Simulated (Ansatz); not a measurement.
Born–Oppenheimer molecular dynamics of C₃H₁₁NOSi (17 atoms, charge 0, multiplicity 1). It starts at the highest image of a converged band. Of that band: Neighbouring images differ by up to 2.8 eV, so the band resolves the path poorly. A vibrational analysis at the climbing image gives one clearly imaginary mode, 1409i cm⁻¹: a first-order saddle point.

These are results of RKS PBE0-D4/STO-3G in Ansatz 0.2.0, not measurements.

```yaml
ensemble: NVE (velocity Verlet)
time_step: 0.5 fs
steps_asked: 151
starting_velocities_drawn_for: 300 K
seed: 11930
```

First frame:

```xyz
17
Properties=species:S:1:pos:R:3
C 0.379 -2.376 -0.649
C 1.228 -1.105 -0.432
Si 0.496 0.069 0.873
O 1.360 1.668 0.593
C -1.189 0.666 0.160
N -1.164 2.176 0.311
H 0.306 -2.967 0.273
H 0.816 -3.021 -1.424
H -0.643 -2.124 -0.965
H 1.321 -0.566 -1.386
H 2.244 -1.403 -0.141
H 1.093 1.066 1.864
H 0.494 2.240 0.443
H -1.244 0.452 -0.917
H -2.082 0.222 0.627
H -1.799 2.598 -0.413
H -1.634 2.405 1.223
```

Q: What does the run give?

A: All steps were run.

```json
{
 "steps done": "151",
 "time covered": "75.5 fs",
 "mean temperature over the second half": "586 K",
 "spread of the potential energy over the second half": "14.9 meV per atom",
 "mean potential energy of the second half above the start": "-32.6 meV per atom"
}
```

The conserved energy stayed within 0.31 meV per atom of its start (net change 0.14 meV per atom), so the integration is sound. The system heated up, since it started high on the potential surface and ran downhill. A run of 0.075 ps of so small a system gives no equilibrium averages. The orbitals stay closed-shell, which can raise the energy where a bond breaks towards radicals; this wasn't checked here. Limits of this set-up: minimal basis.

Q: What happens to the structure?

A: The step under study would form O4–H12 and break Si3–H12. These pairs go: O4–H12 1.43 → 1.11 Å, Si3–H12 1.53 → 2.75 Å. In the last frame they stand as after the step (other bonds may differ from the relaxed reactants and products). It ends as one piece, C3H11NOSi. Pairs count as bonded within 1.25 times the sum of covalent radii (0.12 Å more for H–H). Another seed would give other details.

Q: How do temperature and energy run in time?

A: 
```
time (fs)  T (K)  potential energy less start (eV)  conserved less start (meV/atom)
      0.0    300                             0.000                             0.00
      3.5    195                             0.206                             0.15
      7.0    232                             0.136                             0.23
     10.5    550                            -0.484                             0.02
     14.0    782                            -0.937                            -0.14
     17.5    717                            -0.807                             0.06
     21.0    628                            -0.631                             0.23
     24.5    485                            -0.357                             0.15
     28.0    497                            -0.383                            -0.03
     31.5    475                            -0.340                            -0.07
     35.0    458                            -0.308                            -0.09
     38.5    396                            -0.185                             0.05
     42.0    451                            -0.288                             0.25
     45.5    706                            -0.784                             0.14
     49.0    775                            -0.921                             0.01
     52.5    596                            -0.576                            -0.16
     56.0    450                            -0.294                            -0.16
     59.5    454                            -0.299                             0.05
     63.0    514                            -0.413                             0.16
     66.5    558                            -0.496                             0.19
     70.0    681                            -0.738                             0.03
     73.5    743                            -0.860                            -0.01
```

Run time: 8.3 min on 1 thread of Intel(R) Xeon(R) Platinum 8375C CPU @ 2.90GHz (Ice Lake), with other jobs on the host, peak memory 0.14 GiB.
